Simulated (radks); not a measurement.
Initial-state core-level shifts of neutral tantalum when its valence configuration changes from [Xe] 4f14 5d3 6s2. Calculated with a radial shooting solver on a logarithmic mesh with Libxc functionals: scalar-relativistic Kohn-Sham, LDA (Slater exchange, Perdew-Wang correlation), spin-unpolarised, spherical densities, point nucleus. Shifts are changes of the shell-averaged eigenvalues in eV (positive: less bound).

| valence | 1s | 2p | 3s | 4s |
|---|---|---|---|---|
| 4f14 5d4 6s1 | +1.610 | +1.692 | +1.671 | +1.677 |
| 4f14 5d3 6s1 6p1 | -1.554 | -1.532 | -1.536 | -1.539 |
| 4f14 5d2.5 6s1 6p1.5 | -3.315 | -3.333 | -3.322 | -3.329 |
| 4f14 5d3 6s1.5 6p0.5 | -0.797 | -0.786 | -0.788 | -0.789 |
| 4f13 5d3 6s2 6p1 | -12.879 | -13.610 | -14.956 | -14.039 |
| 4f13 5d4 6s2 | -8.910 | -9.553 | -10.934 | -10.018 |
| 4f12 5d5 6s1.5 6p0.5 | -19.273 | -20.619 | -23.564 | -21.440 |
| 4f14 5d2 6s2 6p1 | -3.685 | -3.766 | -3.731 | -3.738 |
| 4f14 5d4 6p1 | +0.180 | +0.290 | +0.262 | +0.265 |
